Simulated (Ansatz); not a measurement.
This geometry of FHOZn + H2 (6 atoms, charge 0, multiplicity 1) is a first-order saddle point.

Computed with Ansatz 0.2.0, RKS B3LYP-D4/def2-SVP.

```xyz
6
Properties=species:S:1:pos:R:3
Zn 0.085 0.089 0.177
F -0.560 -0.562 -1.572
O -0.103 -0.012 1.949
H 0.362 0.258 -1.609
H 1.011 0.861 -1.158
H -0.795 -0.633 2.214
```

(1) Which two structures does it join? (They come from a converged band through this point; their orientation in space is the band's.)

(2) How far does it lie above each of them?

Results:

(1) Bonds broken: Zn1–F2, H4–H5. Bonds formed: Zn1–H5, F2–H4. FHOZn + H2 becomes FH + H2OZn.

Image 0:

```xyz
6
Properties=species:S:1:pos:R:3
Zn -0.610 -0.370 0.311
F -0.956 -0.624 -1.385
O -0.192 -0.013 1.992
H 0.875 0.596 -1.833
H 1.505 1.012 -1.714
H -0.622 -0.601 2.628
```

Image 8:

```xyz
6
Properties=species:S:1:pos:R:3
Zn 0.563 0.412 0.360
F -0.771 -0.568 -1.413
O -0.109 -0.073 1.938
H -0.127 -0.099 -1.901
H 1.331 0.970 -0.855
H -0.886 -0.642 1.870
```

(2) 83.4 kJ/mol above the first and 57.2 kJ/mol above the second. This is the barrier of this one path; another mechanism may lie lower. The orbitals stay closed-shell, which can raise the energy where a bond breaks towards radicals; this wasn't checked here.

Run time: 89 s on 2 threads of AMD EPYC 7R13 Processor (Zen 3), on a shared host, peak memory 0.18 GiB.
